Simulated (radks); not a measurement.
Pt2+, configuration [Xe] 4f14 5d8.

Method: Dirac Kohn-Sham, LDA (Slater exchange, VWN5 correlation), spin-unpolarised, spherical densities, point nucleus; open shells fill j = l - 1/2 first; computed with a radial shooting solver on a logarithmic mesh with Libxc functionals.

Energy parts (eV):
part                       energy
total                  -501653.13
kinetic                 574024.16
electron-nucleus      -1260251.25
Hartree                 193994.26
exchange-correlation     -9420.30

Orbitals (lengths in bohr, moments of r in powers of bohr; r(90%) holds 90 % of the orbital's charge):
| orbital | occ. | eigenvalue (eV) | r(90%) |
|---|---|---|---|
| 1s1/2 | 2 | -78272.14 | 0.0313 |
| 2s1/2 | 2 | -13758.21 | 0.112 |
| 2p1/2 | 2 | -13189.89 | 0.0984 |
| 2p3/2 | 4 | -11462.52 | 0.110 |
| 3s1/2 | 2 | -3246.987 | 0.275 |
| 3p1/2 | 2 | -2991.629 | 0.266 |
| 3p3/2 | 4 | -2611.999 | 0.288 |
| 3d3/2 | 4 | -2185.839 | 0.261 |
| 3d5/2 | 6 | -2103.961 | 0.267 |
| 4s1/2 | 2 | -713.4103 | 0.596 |
| 4p1/2 | 2 | -605.1532 | 0.608 |
| 4p3/2 | 4 | -514.4899 | 0.657 |
| 4d3/2 | 4 | -336.9713 | 0.691 |
| 4d5/2 | 6 | -320.1129 | 0.707 |
| 4f5/2 | 6 | -93.0765 | 0.827 |
| 4f7/2 | 8 | -89.6180 | 0.839 |
| 5s1/2 | 2 | -122.7426 | 1.36 |
| 5p1/2 | 2 | -88.0308 | 1.50 |
| 5p3/2 | 4 | -72.8425 | 1.64 |
| 5d3/2 | 4 | -26.9785 | 2.35 |
| 5d5/2 | 4 | -25.4681 | 2.44 |

The highest occupied level is 5d5/2 at -25.468 eV. For comparison, the ionisation energy in NIST's Atomic Spectra Database is 29 eV (theoretical). In exact Kohn-Sham theory the highest level is minus the ionisation energy, but local and semilocal functionals leave it too shallow, through self-interaction and a potential that decays too fast; potentials with the right tail come closer.

Beside tabulated values, note that spin-unpolarised runs miss the spin-polarisation part of the exchange energy of open shells.
